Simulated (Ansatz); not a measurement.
`[F][Sn]([F])([SiH3])[Cl]` + H–F → `[F][Sn]([F])([F])[Cl]` + SiH₄ at 700 K and 1 bar (cleavage of the Sn–Si bond).

Isolated molecules relaxed with PBE0-D4/def2-TZVP in Ansatz; ΔE leaves out vibrations. CCSD(T)/CBS is the MP2 limit (def2-TZVPP, def2-QZVPP) plus CCSD(T) − MP2 in def2-TZVPP, frozen cores. This one scheme is used for every species. def2 core potentials past Kr. For Sn outer-core shells are correlated without core-valence functions, which leaves a few kJ/mol of doubt a bond.

```csv
species,CCSD(T)/CBS energy (Eh),H − E (kJ/mol),S (J/(mol·K))
`[F][Sn]([F])([SiH3])[Cl]`,-1164.39080,160.0,520.8
H–F,-100.39570,45.2,198.5
`[F][Sn]([F])([F])[Cl]`,-973.31691,79.0,430.5
SiH₄,-291.46306,115.5,252.9
```

H − E and S are ideal-gas, rigid-rotor, harmonic terms from PBE0-D4/def2-TZVP. 1 Eh = 2625.50 kJ/mol, R = 8.31446 J/(mol·K).

By hand: ΔE, ΔH, ΔS and ΔG.

ΔE = (-973.31691) + (-291.46306) − (-1164.39080) − (-100.39570) = 0.00653 Eh = 17.1 kJ/mol. Δ(H − E) = 79.0 + 115.5 − 160.0 − 45.2 = -10.7, so ΔH = 6.4 kJ/mol. ΔS = 430.5 + 252.9 − 520.8 − 198.5 = -35.9 J/(mol·K). ΔG = 6.4 − 700 × (-35.9)/1000 = 31.5 kJ/mol.

By hand: the equilibrium constant, and the temperature at which ΔG would vanish if ΔH and ΔS stayed fixed.

log₁₀ K = −ΔG/(RT ln 10) = -2.4. ΔH and −TΔS have one sign here, so there is no such temperature.

TΔS isn't small against ΔH here. A doubt of 5 kJ/mol in ΔE shifts log₁₀ K by 0.4 here. Modes under 60 cm⁻¹, often nearly free rotors, make the harmonic entropy too high. These are equilibria of isolated gas molecules and say nothing of rates. Largest T1 diagnostic: 0.014 (customary marks: 0.02 for closed shells, 0.045 for open ones).
